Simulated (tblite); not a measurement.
A geometry optimisation, step by step.

Species: C3H7FSeSi.
SMILES with atom numbers: `[F:1]/[CH:2]=[CH:3]\[CH2:4][Se:5][SiH3:6]` (hydrogens: H7 on C2; H8 on C3; H9, H10 on C4; H11, H12, H13 on Si6)

Computed with GFN2-xTB (tblite), gas phase: L-BFGS steps from a force-field or distance-geometry start until the largest atomic force falls under 0.01 eV/Å. 6 of its 108 geometries are shown.

Step 0: E = -533.6520 eV, largest atomic force 2.128 eV/Å
```
atom  x, y, z in Å  |  force x, y, z in eV/Å
F1     -1.803    0.183   -2.362   -0.656  -0.361   0.539
C2     -2.402   -0.412   -1.301    1.251  -0.549   1.632
C3     -1.674   -0.764   -0.210   -0.775   0.426  -1.610
C4     -0.206   -0.508   -0.132   -0.055  -1.475   0.575
Se5     0.152    1.393    0.058    0.479   0.401  -0.015
Si6     2.404    1.044    0.108    0.342   0.297   0.250
H7     -3.461   -0.620   -1.324    0.072   0.308  -0.601
H8     -2.177   -1.255    0.616    0.097   0.209  -0.191
H9      0.307   -0.925   -1.023   -0.189   0.435   0.331
H10     0.189   -1.037    0.778   -0.126   0.475  -0.667
H11     3.099    2.332    0.247   -0.255  -0.179  -0.015
H12     2.736    0.181    1.258   -0.119   0.084  -0.164
H13     2.830    0.389   -1.123   -0.067  -0.072  -0.063
```

Step 21: E = -533.8335 eV, largest atomic force 0.096 eV/Å
```
atom  x, y, z in Å  |  force x, y, z in eV/Å
F1     -1.825    0.071   -2.366    0.018  -0.037   0.002
C2     -2.411   -0.453   -1.279   -0.030   0.022  -0.001
C3     -1.712   -0.763   -0.199    0.007  -0.030  -0.044
C4     -0.246   -0.570   -0.119    0.024   0.056   0.007
Se5     0.227    1.367    0.138    0.053  -0.079   0.009
Si6     2.482    1.056    0.120   -0.005   0.013   0.020
H7     -3.474   -0.570   -1.412   -0.052  -0.009   0.019
H8     -2.227   -1.170    0.657   -0.012   0.059  -0.009
H9      0.234   -0.848   -1.058    0.033  -0.027   0.055
H10     0.189   -1.105    0.725    0.013  -0.013  -0.069
H11     3.023    2.401    0.254    0.016  -0.031  -0.003
H12     2.836    0.190    1.246   -0.003   0.027   0.000
H13     2.900    0.394   -1.117   -0.061   0.048   0.013
```

Step 43: E = -533.8645 eV, largest atomic force 0.052 eV/Å
```
atom  x, y, z in Å  |  force x, y, z in eV/Å
F1     -1.879   -0.339   -2.532    0.031   0.011  -0.002
C2     -2.448   -0.502   -1.327    0.009  -0.021   0.007
C3     -1.737   -0.676   -0.226    0.013   0.040   0.006
C4     -0.259   -0.621   -0.164    0.007   0.006  -0.004
Se5     0.281    1.214    0.457    0.021   0.013   0.001
Si6     2.540    1.088    0.189    0.025  -0.022   0.032
H7     -3.526   -0.486   -1.388    0.000  -0.050   0.009
H8     -2.263   -0.798    0.709   -0.027   0.016   0.002
H9      0.201   -0.774   -1.139   -0.008   0.043  -0.028
H10     0.144   -1.323    0.565    0.010   0.002   0.012
H11     2.998    2.465    0.316   -0.033  -0.022  -0.031
H12     3.112    0.255    1.245   -0.015  -0.034  -0.001
H13     2.831    0.498   -1.115   -0.032   0.019  -0.001
```

Step 64: E = -533.8795 eV, largest atomic force 0.033 eV/Å
```
atom  x, y, z in Å  |  force x, y, z in eV/Å
F1     -1.848   -0.489   -2.549   -0.011  -0.016  -0.014
C2     -2.431   -0.572   -1.341   -0.003  -0.004   0.012
C3     -1.729   -0.610   -0.222    0.010   0.022  -0.004
C4     -0.253   -0.523   -0.167    0.018   0.025   0.012
Se5     0.295    1.236    0.623   -0.020  -0.003  -0.007
Si6     2.526    1.052    0.215    0.005   0.001   0.007
H7     -3.506   -0.623   -1.413   -0.008   0.007  -0.013
H8     -2.258   -0.661    0.717   -0.010  -0.025   0.004
H9      0.192   -0.575   -1.160   -0.010  -0.005   0.007
H10     0.169   -1.290    0.485    0.001   0.001   0.005
H11     3.036    2.409    0.328    0.010  -0.001   0.003
H12     3.125    0.154    1.199    0.010  -0.010   0.008
H13     2.678    0.490   -1.124    0.008   0.010  -0.020
```

Step 86: E = -533.8818 eV, largest atomic force 0.046 eV/Å
```
atom  x, y, z in Å  |  force x, y, z in eV/Å
F1     -1.869   -0.543   -2.558    0.029  -0.013   0.023
C2     -2.438   -0.602   -1.343    0.005  -0.004   0.003
C3     -1.734   -0.593   -0.223    0.005  -0.004  -0.016
C4     -0.259   -0.494   -0.159    0.012  -0.002   0.000
Se5     0.300    1.281    0.585    0.017   0.006  -0.009
Si6     2.538    1.054    0.210   -0.044  -0.003  -0.014
H7     -3.513   -0.680   -1.409   -0.013   0.021   0.006
H8     -2.269   -0.637    0.713    0.001   0.002   0.016
H9      0.192   -0.575   -1.148   -0.004  -0.004  -0.004
H10     0.158   -1.242    0.517   -0.004   0.006  -0.019
H11     3.094    2.380    0.424   -0.009   0.014   0.009
H12     3.088    0.072    1.140    0.003  -0.025   0.027
H13     2.708    0.580   -1.161    0.000   0.006  -0.020
```

Step 107: E = -533.8859 eV, largest atomic force 0.008 eV/Å
```
atom  x, y, z in Å  |  force x, y, z in eV/Å
F1     -1.860   -0.717   -2.538   -0.002   0.002  -0.002
C2     -2.438   -0.655   -1.327    0.005  -0.003   0.005
C3     -1.734   -0.558   -0.212   -0.003  -0.002   0.001
C4     -0.258   -0.465   -0.166    0.000   0.000   0.001
Se5     0.299    1.338    0.503    0.002  -0.001   0.001
Si6     2.537    1.055    0.195    0.000  -0.003  -0.004
H7     -3.514   -0.715   -1.391   -0.002   0.000  -0.002
H8     -2.264   -0.512    0.727    0.002   0.002  -0.002
H9      0.184   -0.591   -1.154    0.002   0.003   0.003
H10     0.165   -1.184    0.538   -0.002  -0.002  -0.001
H11     3.128    2.308    0.635    0.000  -0.003  -0.002
H12     2.979   -0.084    0.999   -0.005   0.003   0.001
H13     2.773    0.779   -1.220    0.004   0.004   0.001
```

Problem. Summarise the path.

Solution. The energy falls by 5.39 kcal/mol from step 0 to step 107; nine tenths of that is first reached at step 41. It rises by more than 0.2 meV at step 98. The largest force goes from 2.128 to 0.008 eV/Å. Among the bonds C4–Se5 changes most, from 1.944 to 2.002 Å; the atoms move by 0.441 Å rms after alignment.

Problem. Follow the three bonds and two angles with the largest change from start to end.

Solution. 
| step | E above end (kcal/mol) | largest force (eV/Å) | C4–Se5 (Å) | C2=C3 (Å) | C4–H10 (Å) | F1–C2–H7 (°) | C3–C2–H7 (°) |
| --- | --- | --- | --- | --- | --- | --- | --- |
| 0 | 5.39 | 2.128 | 1.944 | 1.358 | 1.124 | 120.1 | 119.5 |
| 5 | 1.69 | 0.242 | 2.010 | 1.321 | 1.089 | 112.7 | 125.5 |
| 9 | 1.51 | 0.101 | 2.004 | 1.324 | 1.090 | 112.1 | 126.1 |
| 14 | 1.42 | 0.131 | 2.006 | 1.322 | 1.089 | 112.5 | 126.4 |
| 19 | 1.27 | 0.118 | 2.008 | 1.324 | 1.088 | 112.3 | 126.4 |
| 23 | 1.15 | 0.113 | 2.005 | 1.322 | 1.090 | 111.9 | 126.7 |
| 28 | 0.96 | 0.129 | 2.007 | 1.325 | 1.088 | 112.4 | 126.5 |
| 33 | 0.71 | 0.125 | 2.013 | 1.321 | 1.090 | 111.8 | 126.2 |
| 37 | 0.64 | 0.069 | 2.009 | 1.324 | 1.089 | 112.2 | 125.8 |
| 42 | 0.51 | 0.055 | 2.012 | 1.323 | 1.090 | 111.8 | 125.9 |
| 47 | 0.41 | 0.078 | 2.008 | 1.323 | 1.089 | 112.1 | 125.5 |
| 51 | 0.34 | 0.063 | 2.003 | 1.322 | 1.091 | 112.2 | 125.2 |
| 56 | 0.24 | 0.076 | 2.007 | 1.323 | 1.091 | 111.8 | 125.7 |
| 60 | 0.18 | 0.066 | 2.001 | 1.322 | 1.090 | 111.7 | 125.9 |
| 65 | 0.14 | 0.026 | 2.004 | 1.322 | 1.091 | 112.0 | 125.9 |
| 70 | 0.14 | 0.018 | 2.003 | 1.322 | 1.091 | 111.8 | 125.9 |
| 74 | 0.13 | 0.017 | 2.005 | 1.322 | 1.091 | 111.8 | 125.8 |
| 79 | 0.13 | 0.039 | 2.005 | 1.323 | 1.091 | 112.0 | 125.7 |
| 84 | 0.10 | 0.035 | 2.005 | 1.322 | 1.091 | 111.8 | 125.5 |
| 88 | 0.08 | 0.049 | 2.003 | 1.323 | 1.092 | 111.7 | 125.7 |
| 93 | 0.05 | 0.041 | 2.002 | 1.322 | 1.091 | 111.8 | 125.9 |
| 98 | 0.04 | 0.142 | 2.004 | 1.323 | 1.092 | 111.8 | 125.9 |
| 102 | 0.00 | 0.017 | 2.002 | 1.322 | 1.091 | 111.9 | 125.8 |
| 107 | 0.00 | 0.008 | 2.002 | 1.322 | 1.091 | 111.9 | 125.8 |

What follows is the cost of the whole relaxation. Time: 0.62 s. Hardware: an Arm Neoverse V1 with one thread, shared host with 32 logical CPUs at a one-minute load of 3.8.
